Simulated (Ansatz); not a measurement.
A trace of molecular dynamics of C₂H₅FO₂Si (11 atoms, charge 0, multiplicity 1).

The calculation used RKS B3LYP-D4/def2-SVP in Ansatz 0.2.0.

```
ensemble                      : NVE (velocity Verlet)
starting velocities drawn for : 100 K
seed                          : 3048
```

```json
{"time (fs)": "0.0", "T (K)": "100", "potential energy less start (eV)": "0.000", "conserved less start (meV/atom)": "0.00"}
{"time (fs)": "3.5", "T (K)": "67", "potential energy less start (eV)": "0.038", "conserved less start (meV/atom)": "0.03"}
{"time (fs)": "7.0", "T (K)": "65", "potential energy less start (eV)": "0.041", "conserved less start (meV/atom)": "0.05"}
{"time (fs)": "10.5", "T (K)": "241", "potential energy less start (eV)": "-0.163", "conserved less start (meV/atom)": "0.08"}
{"time (fs)": "14.0", "T (K)": "899", "potential energy less start (eV)": "-0.928", "conserved less start (meV/atom)": "0.08"}
{"time (fs)": "17.5", "T (K)": "1947", "potential energy less start (eV)": "-2.151", "conserved less start (meV/atom)": "-0.21"}
{"time (fs)": "21.0", "T (K)": "2145", "potential energy less start (eV)": "-2.382", "conserved less start (meV/atom)": "-0.20"}
{"time (fs)": "24.5", "T (K)": "1604", "potential energy less start (eV)": "-1.751", "conserved less start (meV/atom)": "-0.05"}
{"time (fs)": "28.0", "T (K)": "1099", "potential energy less start (eV)": "-1.162", "conserved less start (meV/atom)": "-0.02"}
{"time (fs)": "31.5", "T (K)": "867", "potential energy less start (eV)": "-0.892", "conserved less start (meV/atom)": "-0.05"}
{"time (fs)": "35.0", "T (K)": "711", "potential energy less start (eV)": "-0.710", "conserved less start (meV/atom)": "0.00"}
{"time (fs)": "38.5", "T (K)": "1373", "potential energy less start (eV)": "-1.485", "conserved less start (meV/atom)": "-0.33"}
{"time (fs)": "42.0", "T (K)": "1601", "potential energy less start (eV)": "-1.748", "conserved less start (meV/atom)": "-0.11"}
{"time (fs)": "45.5", "T (K)": "1387", "potential energy less start (eV)": "-1.498", "conserved less start (meV/atom)": "0.00"}
{"time (fs)": "49.0", "T (K)": "1482", "potential energy less start (eV)": "-1.608", "conserved less start (meV/atom)": "-0.03"}
{"time (fs)": "52.5", "T (K)": "1786", "potential energy less start (eV)": "-1.964", "conserved less start (meV/atom)": "-0.23"}
{"time (fs)": "56.0", "T (K)": "1166", "potential energy less start (eV)": "-1.240", "conserved less start (meV/atom)": "0.01"}
{"time (fs)": "59.5", "T (K)": "798", "potential energy less start (eV)": "-0.813", "conserved less start (meV/atom)": "-0.11"}
{"time (fs)": "63.0", "T (K)": "892", "potential energy less start (eV)": "-0.921", "conserved less start (meV/atom)": "0.00"}
{"time (fs)": "66.5", "T (K)": "1310", "potential energy less start (eV)": "-1.408", "conserved less start (meV/atom)": "-0.04"}
{"time (fs)": "70.0", "T (K)": "1843", "potential energy less start (eV)": "-2.029", "conserved less start (meV/atom)": "-0.12"}
{"time (fs)": "73.5", "T (K)": "2007", "potential energy less start (eV)": "-2.220", "conserved less start (meV/atom)": "-0.14"}
{"time (fs)": "77.0", "T (K)": "1553", "potential energy less start (eV)": "-1.691", "conserved less start (meV/atom)": "-0.09"}
{"time (fs)": "80.5", "T (K)": "872", "potential energy less start (eV)": "-0.898", "conserved less start (meV/atom)": "0.00"}
{"time (fs)": "84.0", "T (K)": "579", "potential energy less start (eV)": "-0.557", "conserved less start (meV/atom)": "0.04"}
{"time (fs)": "87.5", "T (K)": "765", "potential energy less start (eV)": "-0.773", "conserved less start (meV/atom)": "0.01"}
{"time (fs)": "91.0", "T (K)": "1514", "potential energy less start (eV)": "-1.647", "conserved less start (meV/atom)": "-0.25"}
```

Task: Can this run be trusted? Judge the integration.

Result: The conserved energy stayed within 0.39 meV per atom of its start (net change -0.31 meV per atom), so the integration is sound. The system heated up, since it started high on the potential surface and ran downhill. A run of 0.092 ps of so small a system gives no equilibrium averages. The orbitals stay closed-shell, which can raise the energy where a bond breaks towards radicals; this wasn't checked here. The time step was 0.5 fs.

The run took 9.6 min on 2 threads of Arm Neoverse V1 (shared host), peak memory 0.26 GiB.
